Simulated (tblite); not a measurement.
C6H10Ge.
Atom-mapped SMILES: `[CH3:1][C:2]#[C:3][C@H:4]1[CH2:5][CH2:6][GeH2:7]1` (hydrogens: H8, H9, H10 on C1; H11 on C4; H12, H13 on C5; H14, H15 on C6; H16, H17 on Ge7)

Computed with GFN2-xTB (tblite), gas phase: L-BFGS steps from a force-field or distance-geometry start until the largest atomic force falls under 0.01 eV/Å.

Step 10: E = -537.8568 eV
```
atom  x, y, z in Å  |  force x, y, z in eV/Å
C1      3.2484   -0.0875    0.3099   -0.051   0.040  -0.008
C2      1.8764    0.2583   -0.0117    0.096   0.004   0.031
C3      0.7682    0.6203   -0.2989   -0.050  -0.115   0.005
C4     -0.6138    0.8745   -0.6206    0.066  -0.012   0.028
C5     -1.3049   -0.4147   -1.1305    0.075   0.009   0.027
C6     -1.7269   -1.0611    0.2016    0.014   0.051   0.024
Ge7    -1.7575    0.7452    1.0267   -0.057  -0.033   0.053
H8      3.3777   -1.1737    0.3065   -0.030   0.134  -0.029
H9      3.5021    0.2927    1.3028    0.022  -0.026  -0.099
H10     3.9174    0.3578   -0.4307    0.013  -0.070   0.100
H11    -0.6789    1.7374   -1.2840   -0.093  -0.035  -0.078
H12    -2.1813   -0.1569   -1.7310    0.062  -0.012   0.057
H13    -0.6401   -1.0382   -1.7278   -0.032  -0.036  -0.078
H14    -2.6111   -1.6926    0.1628   -0.024   0.029  -0.089
H15    -0.9071   -1.6507    0.6093    0.014  -0.017  -0.014
H16    -1.1611    0.9914    2.3988   -0.076   0.025  -0.015
H17    -3.1147    1.4099    0.9069    0.052   0.062   0.086
```

Step 11: E = -537.8603 eV
```
atom  x, y, z in Å  |  force x, y, z in eV/Å
C1      3.2474   -0.0864    0.3096    0.001   0.029  -0.002
C2      1.8783    0.2607   -0.0106    0.047   0.010   0.010
C3      0.7694    0.6187   -0.2980   -0.055  -0.099  -0.013
C4     -0.6104    0.8718   -0.6221   -0.031   0.062   0.032
C5     -1.3047   -0.4147   -1.1304    0.105  -0.024   0.007
C6     -1.7237   -1.0620    0.2016   -0.076  -0.014   0.015
Ge7    -1.7590    0.7436    1.0283   -0.009  -0.015   0.004
H8      3.3750   -1.1712    0.3046   -0.022   0.080  -0.019
H9      3.5020    0.2933    1.3005    0.036  -0.015  -0.038
H10     3.9183    0.3564   -0.4286    0.035  -0.043   0.056
H11    -0.6804    1.7340   -1.2890   -0.065  -0.068  -0.030
H12    -2.1826   -0.1524   -1.7297    0.106  -0.044   0.086
H13    -0.6407   -1.0411   -1.7273   -0.059  -0.011  -0.083
H14    -2.6107   -1.6928    0.1548    0.028   0.057  -0.053
H15    -0.9065   -1.6555    0.6125   -0.013   0.019  -0.047
H16    -1.1670    0.9943    2.3998   -0.057   0.018   0.005
H17    -3.1119    1.4151    0.9139    0.030   0.056   0.070
```

Step 12: E = -537.8630 eV
```
atom  x, y, z in Å  |  force x, y, z in eV/Å
C1      3.2466   -0.0849    0.3094    0.041   0.017   0.004
C2      1.8801    0.2630   -0.0097   -0.010   0.026  -0.012
C3      0.7699    0.6157   -0.2977   -0.045  -0.065  -0.019
C4     -0.6080    0.8708   -0.6224   -0.091   0.075   0.029
C5     -1.3026   -0.4149   -1.1296    0.088  -0.044   0.000
C6     -1.7222   -1.0626    0.2018   -0.097  -0.051  -0.006
Ge7    -1.7603    0.7420    1.0297    0.024   0.005  -0.031
H8      3.3725   -1.1677    0.3029   -0.014   0.003  -0.009
H9      3.5027    0.2934    1.2981    0.047   0.006   0.031
H10     3.9197    0.3546   -0.4259    0.062  -0.005   0.000
H11    -0.6826    1.7305   -1.2937   -0.037  -0.079   0.006
H12    -2.1815   -0.1499   -1.7268    0.108  -0.054   0.086
H13    -0.6423   -1.0438   -1.7289   -0.058   0.005  -0.074
H14    -2.6103   -1.6925    0.1476    0.043   0.063  -0.027
H15    -0.9067   -1.6588    0.6138   -0.031   0.038  -0.055
H16    -1.1728    0.9969    2.4007   -0.038   0.010   0.022
H17    -3.1090    1.4203    0.9208    0.009   0.051   0.054
```

Question: Estimate the geometry and energy of step 13. (The exact step hangs on the optimiser's Hessian estimate; all steps are aligned on step 12, rigid shifts and turns removed.)

Answer: E = -537.8655 eV, largest force 0.108 eV/Å
```
atom  x, y, z in Å  |  force x, y, z in eV/Å
C1      3.2463   -0.0830    0.3092    0.058   0.008   0.007
C2      1.8815    0.2658   -0.0093   -0.047   0.041  -0.027
C3      0.7695    0.6119   -0.2978   -0.026  -0.021  -0.014
C4     -0.6072    0.8706   -0.6220   -0.099   0.038   0.019
C5     -1.2992   -0.4158   -1.1283    0.043  -0.048  -0.001
C6     -1.7220   -1.0635    0.2016   -0.067  -0.053  -0.025
Ge7    -1.7613    0.7406    1.0305    0.034   0.023  -0.041
H8      3.3698   -1.1643    0.3012   -0.006  -0.062   0.000
H9      3.5042    0.2936    1.2964    0.050   0.021   0.082
H10     3.9222    0.3528   -0.4235    0.078   0.028  -0.045
H11    -0.6853    1.7259   -1.2985   -0.014  -0.066   0.028
H12    -2.1782   -0.1486   -1.7224    0.071  -0.050   0.057
H13    -0.6448   -1.0464   -1.7320   -0.033   0.013  -0.056
H14    -2.6097   -1.6917    0.1403    0.020   0.044  -0.006
H15    -0.9077   -1.6613    0.6140   -0.037   0.040  -0.045
H16    -1.1790    0.9996    2.4020   -0.018   0.000   0.030
H17    -3.1060    1.4262    0.9285   -0.006   0.044   0.036
```

The energy changes by -0.0025 eV. The first-order estimate −F·Δx gives -0.0035 eV and the mean of the old and new forces, exact on a quadratic surface, -0.0025 eV. The step makes an angle of 59° with the force vector and moves no atom by more than 0.010 Å.

The cost below is that of the whole relaxation. The run took 0.39 s of wall time on an Arm Neoverse V1 with one thread, on a shared host.
